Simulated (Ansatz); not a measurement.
Ansatz (a first-principles code) input (CCSD(T)/cc-pVDZ):

Ansatz 0.2 input:
```yaml
crystal:
  periodic: [false, false, false]
  atoms:
    - {symbol: O, position_ang: [0.84597041, -0.68243539, -0.03783429]}
    - {symbol: N, position_ang: [0.21645173, 0.40634314, -0.02885563]}
    - {symbol: O, position_ang: [-1.03536567, 0.32688515, 0.06308297]}
basis:
  gaussian:
    orbitals: cc-pVDZ
total_charge: -1
magnetization: {spin_polarized: false}
correlation: {method: ccsd_t, electrons: outside_noble_gas}
```

Output:

```
Functional definition: HF
integrals: 0.01 GiB planned
400 factors; integrals over basis functions are off by at most 7.7e-4 eV
mean field: 0.07 GiB planned
mean field evaluation 1: about -5550.1159 eV, gradient 4.1e1 eV
mean field evaluation 2: about -5550.1218 eV, gradient 4.1e1 eV
mean field evaluation 4: about -5553.1626 eV, gradient 4.1e0 eV
mean field evaluation 8: about -5553.2066 eV, gradient 1.0e-1 eV
mean field evaluation 16: about -5553.1915 eV, gradient 1.2e0 eV
mean field -5553.20672563 eV, -204.0765830683 hartree, gradient 2.0e-6 eV, S^2 0.000000; 0 other end points of the search recorded, 0 dependent functions left out
3 core orbitals not correlated
reference -5553.20672563 eV, -204.0765830683 hartree; 9, 9 occupied and 30, 30 virtual orbitals, 400 factors
second order -14.63758749 eV of doubles, -0.00000000 eV of singles
coupled cluster: 0.07 GiB planned
cycle   1  -14.03101490 eV  change    6.1e-1 eV  update   1.2e-1
cycle   2  -14.53243530 eV  change   -5.0e-1 eV  update   4.1e-2
cycle   3  -14.66827667 eV  change   -1.4e-1 eV  update   2.1e-2
cycle   4  -14.64841283 eV  change    2.0e-2 eV  update   5.3e-3
cycle   5  -14.64715792 eV  change    1.3e-3 eV  update   2.0e-3
cycle   6  -14.64733212 eV  change   -1.7e-4 eV  update   4.4e-4
cycle   7  -14.64680556 eV  change    5.3e-4 eV  update   1.5e-4
cycle   8  -14.64676058 eV  change    4.5e-5 eV  update   3.9e-5
cycle   9  -14.64677062 eV  change   -1.0e-5 eV  update   1.2e-5
coupled cluster: 0.07 GiB planned
perturbative correction -0.53170281 eV, -0.0195397178 hartree
Total energy: -5568.38519906 eV, -204.6343816784 hartree
```
